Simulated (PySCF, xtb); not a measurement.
Si(H)2(Me)(PH2) (CH7PSi), SMILES C[SiH2]P.

Coordinates come from a PBE-D3(BJ)/def2-SVP optimisation. The values are those of a single conformer.

These are IEF-PCM-M06-2X/def2-SVP run with PySCF values and carry that method's errors.

The values are the electrostatic part of the solvation free energy, E(continuum) − E(gas) at the gas-phase geometry, in a cavity of scaled van der Waals radii (PySCF's table); cavitation and dispersion terms are not included. In vacuum the orbital gap is 10.25 eV. The dipole moment in vacuum is 1.59 D.

Computed values in water (ε = 78.36), toluene (ε = 2.37), 1-octanol (ε = 9.86):
```
solvent        ε  ΔG(elec) (kcal/mol)  dipole (D)  gap (eV)
---------  -----  -------------------  ----------  --------
water      78.36                 -1.6        2.14     10.37
toluene     2.37                 -0.7        1.82     10.30
1-octanol   9.86                 -1.4        2.05     10.35
```

For comparison, GFN2-xTB/ALPB(water) (xtb, at the GFN2-xTB geometry, all terms of that model) gives -0.6 kcal/mol.
